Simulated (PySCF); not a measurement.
Two species compared at the same levels of theory.

First species: C5H6ClPS.
InChI=1S/C5H6ClPS/c1-2-4-3-8-5(6)7-4/h3H,2H2,1H3

Second species: C₅H₃NOS.
SMILES: `N#CSc1ccco1`

Levels: CAM-B3LYP/def2-SVPD for dipole moment, HOMO energy, LUMO energy, HOMO–LUMO gap, static isotropic polarisability and electronic spatial extent ⟨r²⟩ about the centre of nuclear charge; TDDFT CAM-B3LYP/def2-SVPD for lowest singlet excitation; TDA CAM-B3LYP/def2-SVPD for lowest triplet excitation (Tamm–Dancoff); GFN2-xTB for rotational constant A and rotational constant C. Geometries: GFN2-xTB. Each species is one conformer at its optimised geometry, gas phase, non-relativistic unless stated. Electronic properties by PySCF.

The conformers computed, where there is a choice (atom-mapped SMILES and torsion angles):
- `[CH3:1][CH2:2][c:3]1[cH:4][s:5][c:6]([Cl:7])[p:8]1`: C1–C2–C3–C4 -109°
- `[N:1]#[C:2][S:3][c:4]1[cH:5][cH:6][cH:7][o:8]1`: C2–S3–C4–C5 83°

Values for the first species:

| Property | Result |
| --- | --- |
| Dipole moment | 2.55 D |
| HOMO energy | -8.01 eV |
| LUMO energy | -0.65 eV |
| HOMO–LUMO gap | 7.36 eV |
| Lowest singlet excitation | 4.63 eV |
| Lowest triplet excitation (Tamm–Dancoff) | 2.78 eV |
| Static isotropic polarisability | 114.9 au |
| Electronic spatial extent ⟨r²⟩ about the centre of nuclear charge | 1760 bohr² |
| Rotational constant A | 2.509 GHz |
| Rotational constant C | 0.623 GHz |

Estimate the same properties for the second species, and the change in each.

```csv
property,first,second,second less first
dipole moment,2.55 D,4.26 D,+1.71 D
HOMO energy,-8.01 eV,-8.73 eV,-0.72 eV
LUMO energy,-0.65 eV,0.05 eV,+0.70 eV
HOMO–LUMO gap,7.36 eV,8.78 eV,+1.42 eV
lowest singlet excitation,4.63 eV,5.60 eV,+0.97 eV
lowest triplet excitation (Tamm–Dancoff),2.78 eV,3.85 eV,+1.07 eV
static isotropic polarisability,114.9 au,80.6 au,-34.3 au
electronic spatial extent ⟨r²⟩ about the centre of nuclear charge,1760 bohr²,1069 bohr²,-691 bohr²
rotational constant A,2.509 GHz,3.965 GHz,+1.456 GHz
rotational constant C,0.623 GHz,1.120 GHz,+0.497 GHz
```

On the first: A dipole of 2.55 D is allowed in C1, and pure rotational transitions are dipole-allowed. In atomic units the dipole is 1.00 e·bohr (1 au = 2.5417 D).

On the second: In wavenumbers S1 is 45200 cm⁻¹ (1 eV = 8065.54 cm⁻¹). S1 lies 3.18 eV below the HOMO–LUMO gap; its leading configuration is HOMO−1→LUMO+1, weight 0.71.
